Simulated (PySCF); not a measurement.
# Spin states of InSi

Unrestricted PBE0; PySCF, spin-free X2C with a Gaussian nucleus, basis sets In x2c-TZVPPall, Si x2c-TZVPPall. Outer shells of the fragments: In 4d10 5s2 5p1; Si 3s2 3p2.

Followed along the bond (rough minima from three points):

| 2Ms+1 | unpaired | ⟨S²⟩ at the start | R at minimum (Å) | Te (eV) |
| --- | --- | --- | --- | --- |
| 4 | σ ↑, π ↑↑ | 3.75 | 2.61 | 0.00 |
| 2 | σ ↓, π ↑↑ | 1.78 | 2.59 | 0.31 |
| 2 | σ ↑, π ↑↓ | 1.77 | 2.60 | 0.36 |
| 2 | σ ↑ | 0.76 | 2.61 | 1.09 |
| 2 | π ↑ | 0.77 | 2.43 | 1.15 |

Solutions found at the starting distance of 2.505 Å, counted from the lowest of them; the search is not exhaustive and high or unbound solutions are not listed, so other states can lie among these:

| 2Ms+1 | unpaired | term | E (eV) | ⟨S²⟩ | ⟨Lz²⟩ | μ (D) |
| --- | --- | --- | --- | --- | --- | --- |
| 4 | σ ↑, π ↑↑ | ⁴Σ⁻ | 0.00 | 3.75 | 0.00 | -1.76 |
| 2 | σ ↓, π ↑↑ | mixed | 0.31 | 1.78 | 0.00 | -1.82 |
| 2 | σ ↑, π ↑↓ | mixed | 0.36 | 1.77 | 2.03 | -1.71 |
| 2 | σ ↑ | mixed | 1.09 | 0.76 | 2.00 | -1.32 |
| 2 | π ↑ | ²Π | 1.14 | 0.77 | 1.02 | -2.53 |
| 2 | π ↑ | ²Π | 1.18 | 0.76 | 1.01 | -0.11 |

A term symbol is given only where ⟨S²⟩ and ⟨Lz²⟩ are close to those of a pure state; real π, δ and φ orbitals otherwise mix terms. A positive dipole means In(−)Si(+).

Spin–orbit coupling is left out.
